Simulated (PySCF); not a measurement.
Compound: C5H13F2NSi2.
Geometry (GFN2-xTB, Å), atoms numbered from 1 in this order:
```xyz
23
C5H13F2NSi2 angstrom
C     -2.9681   -0.4085   -0.6003
N     -1.7462    0.2137   -0.1483
C     -1.8660    0.7531    1.1873
Si    -0.2201   -0.2573   -0.7787
F     -0.5539   -0.5355   -2.3492
C      1.0254    1.1964   -0.7373
C      2.1132    0.8691    0.2763
F      1.5543    0.9521    1.5526
C      2.6879   -0.5333    0.1059
Si     1.2488   -1.8069    0.1072
H     -3.7775    0.3254   -0.5854
H     -2.8397   -0.7679   -1.6160
H     -3.2549   -1.2504    0.0405
H     -2.1444   -0.0227    1.9090
H     -0.9236    1.1908    1.5004
H     -2.6389    1.5260    1.2011
H      0.5766    2.1545   -0.4779
H      1.4957    1.3126   -1.7124
H      2.9074    1.6297    0.2703
H      3.2293   -0.5628   -0.8396
H      3.4159   -0.7138    0.8965
H      1.6727   -2.9766   -0.6737
H      1.0012   -2.2607    1.4819
```

Definitions: NICS(0) = −σiso at the ring centroid; NICS(1) = −σiso and NICS(1)zz = −σzz at ±1 Å along the ring normal z. Level: GIAO PBE0/pcSseg-1 (PySCF, non-relativistic, gas phase) on the GFN2-xTB geometry, one conformer.

Ring bond lengths (Å), with Mayer bond orders in brackets: Si4–C6 1.915 (0.83), C6–C7 1.522 (1.03), C7–C9 1.525 (1.02), C9–Si10 1.922 (0.87), Si10–Si4 2.312 (0.88).

Q: Give the NICS values of each ring in ppm.

A: 
```csv
ring,type,NICS(0),"NICS(1), two faces","NICS(1)zz, two faces",rms pucker (Å),"centre to ring atoms, mean (Å)"
Si4–C6–C7–C9–Si10,5-membered ring with 2 Si; formal bonds all single,-2.1,-2.8 / -3.2,-0.1 / -1.8,0.20,1.52
```

Q: What can be read from them?

A: 
- Si4–C6–C7–C9–Si10: mean NICS(1)zz -0.9 ppm, near zero. Si4, C6, C7, C9, Si10 have four or more neighbours, and the NICS criterion for π rings isn't applied.

Q: What is the mean of the two in-plane components of NICS at the first NICS(1) probe listed for ring Si4–C6–C7–C9–Si10, 1 Å off the ring?

A: The isotropic value is a third of the trace: (3 × -2.8 − (-0.1))/2 = -4.1 ppm.

Q: Give the inner angles of the rings and the Hirshfeld charges of the ring atoms.

A: 
- Si4–C6–C7–C9–Si10: Si4 95.0° (+0.393 e), C6 108.4° (-0.178 e), C7 113.1° (+0.061 e), C9 109.1° (-0.169 e), Si10 91.8° (+0.224 e); sum 517.4° against 540° for a flat convex ring.

Q: What are the shieldings of the ring atoms and their hydrogens in the same run (means over atoms taken as equivalent)?

A: 
```csv
atoms,environment,σ isotropic (ppm)
Si4,fluorine-bound silicon,317.1
C6,sp3 carbon bound to silicon,154.5
C7,sp3 C–F carbon,92.1
C9,sp3 carbon bound to silicon,164.1
Si10,SiH2 silicon,449.4
H17,methylene hydrogen,30.12
H18,methylene hydrogen,30.84
H19,methine hydrogen,26.05
H20,methylene hydrogen,30.79
H21,methylene hydrogen,29.67
H22,Si–H hydrogen,28.15
H23,Si–H hydrogen,28.12
```
